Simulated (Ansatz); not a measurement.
System: AlCl, charge 1, doublet. AlCl+ (parent SMILES [Cl][Al], doublet).
B3LYP-D3(BJ)/def2-TZVP minimum from Ansatz (a first-principles code):
```
Al
Cl 1 2.0369
```
Charge +1, spin multiplicity 2.

Total energies in aug-cc-pV(D+d)Z, 9 correlated electrons, 10 frozen orbitals. UHF or UKS for unpaired electrons; spin-orbit terms are left out. Cores are frozen in correlated methods. No relativity. The spin of AlCl+ (parent SMILES [Al][Cl], doublet) was assumed, and the state is the lowest solution found for it.

```json
[
 {"method": "HF", "program": "Ansatz", "energy (Eh)": "-701.18835", "minus CCSDT(Q) (mEh)": "194.27"},
 {"method": "MP2", "program": "Ansatz", "energy (Eh)": "-701.35866", "minus CCSDT(Q) (mEh)": "23.97"},
 {"method": "CCSD", "program": "Ansatz", "energy (Eh)": "-701.37497", "minus CCSDT(Q) (mEh)": "7.66"},
 {"method": "CCSD(T)", "program": "Ansatz", "energy (Eh)": "-701.38138", "minus CCSDT(Q) (mEh)": "1.24"},
 {"method": "CCSDT(Q)", "program": "Ansatz", "energy (Eh)": "-701.38262", "minus CCSDT(Q) (mEh)": "0.00"}
]
```

Rough core times of Ansatz's runs on a shared machine: CCSD(T) under 20 s, CCSDT(Q) 2 min.
